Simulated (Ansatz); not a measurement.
Zr3O7H2. Total charge 0; triplet. Geometry PBE0-D4/def2-SVP, that of the neutral singlet.

```tsv
atom	x (Å)	y (Å)	z (Å)
Zr1	1.4593	1.3102	-0.7309
Zr2	-1.2895	0.0983	0.2904
Zr3	1.2788	-1.5191	0.5844
O4	2.4072	2.1256	-1.9553
O5	0.2470	-0.6096	-0.8938
O6	-0.6555	1.8941	-0.6332
O7	-3.1692	-0.2633	0.0835
O8	-0.1972	1.8213	0.7694
O9	2.4677	-0.0457	0.4601
O10	-0.3510	-1.0541	1.5831
H11	-4.1074	-0.4498	0.0487
H12	1.9097	-3.3079	0.3935
```

In the def2 sets Zr takes a core potential; there is no spin–orbit coupling. The structure holds one bond between oxygen atoms, so isomers without such links may lie far lower. At PBE-D4/def2-TZVP, r2SCAN-D4/def2-TZVP the gap within one spin of the charge 0 triplet nearly closes, so an electron or hole may be smeared out by delocalisation error. At PBE0-D4/def2-TZVP a singlet of charge 0 lies 4.21 eV below the triplet at the same geometry. The structure comes from a short search, and lower isomers may exist.

(1) Estimate the α-spin orbital energies around the gap (eV) in Ansatz with PBE-D4/def2-TZVP, r2SCAN-D4/def2-TZVP, PBE0-D4/def2-TZVP.

Results:

(1) 
| orbital | PBE-D4/def2-TZVP | r2SCAN-D4/def2-TZVP | PBE0-D4/def2-TZVP |
| --- | --- | --- | --- |
| HOMO−5 | -7.82 | -7.89 | -8.87 |
| HOMO−4 | -7.73 | -7.58 | -8.34 |
| HOMO−3 | -7.63 | -7.44 | -8.08 |
| HOMO−2 | -7.50 | -7.37 | -7.97 |
| HOMO−1 | -7.26 | -6.92 | -7.73 |
| HOMO | -3.04 | -2.88 | -4.01 |
| LUMO | -2.81 | -2.40 | -1.72 |
| LUMO+1 | -2.52 | -2.10 | -1.33 |
| LUMO+2 | -2.47 | -1.93 | -1.22 |
| LUMO+3 | -2.27 | -1.52 | -1.05 |
| LUMO+4 | -1.94 | -1.49 | -0.93 |
| LUMO+5 | -1.80 | -1.31 | -0.45 |
| β HOMO | -6.89 | -6.76 | -7.66 |
| β LUMO | -6.87 | -6.63 | -6.01 |
